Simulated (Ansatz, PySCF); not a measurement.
Caution, from a PySCF single point (B3LYP-D3(BJ)/def2-TZVPD) at this geometry: the highest occupied level lies above zero, so the state may not be bound. This singlet lies 0.14 eV below the relaxed triplet at the level B3LYP-D3(BJ)/def2-TZVPD (PySCF); other levels give the other order.

Species: H3AlB, SMILES `[BH2][AlH-]` (singlet; the order of the spin states depends on the level) (charge -1, multiplicity 1).

Problem. Give a relaxed geometry from Ansatz (a first-principles code) with B3LYP-D3(BJ)/def2-TZVPD.

Solution. This is not unique; one that fits is the end point of this relaxation, one of several conformers (outside a Z-matrix the atoms follow the SMILES, hydrogens last).
Cartesian coordinates (Å) in one orientation:
```xyz
5

B     -0.752     0.026    -0.061
Al     1.189    -0.132     0.595
H     -1.460    -0.952    -0.202
H     -1.404     1.032     0.142
H      2.428     0.026    -0.475
```
